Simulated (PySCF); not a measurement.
## PBE0 on B⁺ (boron, charge +1)

Configuration: [He] 2s1 2p1, 2s spin antiparallel (an excited configuration). Calculation: PySCF 2.14, in aug-cc-pVTZ with one added diffuse shell each of s, p, d, f type (6s5p4d3f, 62 functions); no relativity, point nucleus.

* Total energy: -24.0899 hartree
* One-electron energy: -30.1428 hartree
* Hartree (Coulomb) energy: 9.6006 hartree
* Exchange-correlation energy: -3.5477 hartree
* Kinetic energy: 23.92976 hartree
* ⟨S²⟩: 1.0000
* ⟨L²⟩: 2.008
* Sum of ⟨r⟩: 4.274 bohr
* Sum of ⟨r²⟩: 8.228 bohr²
* Traceless quadrupole moment −½Σ⟨3z² − r²⟩ along its main axis: -1.58 e·bohr²
* Density at the nucleus (Gaussians lack the cusp): 67.7 bohr⁻³
* Spin density at the nucleus: -1.95 bohr⁻³
* Langevin diamagnetic susceptibility: -6.52 ×10⁻⁶ cm³/mol

| shell | electrons | mean orbital energy (eV) | rms radius, mean of both spins (bohr) |
| --- | --- | --- | --- |
| 1s β | 1 | -201.37 | 0.382 |
| 1s α | 1 | -200.98 | 0.382 |
| 2s β | 1 | -20.934 | 1.94 |
| 2p α | 1 | -15.002 | 2.05 |

With the s spin flipped the determinant is a mixture of two multiplicities, not a spectroscopic state.
